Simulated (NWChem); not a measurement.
System: pyrimidine (C4H4N2); SMILES c1cncnc1

Results from NWChem. Medium grid unless said otherwise, to which SCAN and Minnesota functionals are sensitive. Structure relaxed at the B3LYP/6-31G* (spherical d) level. B3LYP is NWChem's, with the RPA form of VWN correlation. Total energies of different functionals are on different scales.

```json
[
 {"level": "PBE/def2-SVP", "energy (Ha)": "-263.8093", "highest occupied level (eV)": "-5.71", "orbital gap (eV)": "3.53", "dipole (D)": "2.19"},
 {"level": "B3LYP/def2-SVP", "energy (Ha)": "-264.1283", "highest occupied level (eV)": "-7.05", "orbital gap (eV)": "5.68", "dipole (D)": "2.26"},
 {"level": "PBE0/def2-SVP", "energy (Ha)": "-263.8220", "highest occupied level (eV)": "-7.36", "orbital gap (eV)": "6.13", "dipole (D)": "2.30"},
 {"level": "BLYP/def2-SVP", "energy (Ha)": "-264.0349", "highest occupied level (eV)": "-5.56", "orbital gap (eV)": "3.60", "dipole (D)": "2.16"},
 {"level": "Hartree-Fock/def2-SVP", "energy (Ha)": "-262.4905", "highest occupied level (eV)": "-10.37", "orbital gap (eV)": "13.02", "dipole (D)": "2.44"},
 {"level": "r2SCAN/def2-SVP", "energy (Ha)": "-263.9743", "highest occupied level (eV)": "-6.10", "orbital gap (eV)": "4.02", "dipole (D)": "2.27"}
]
```
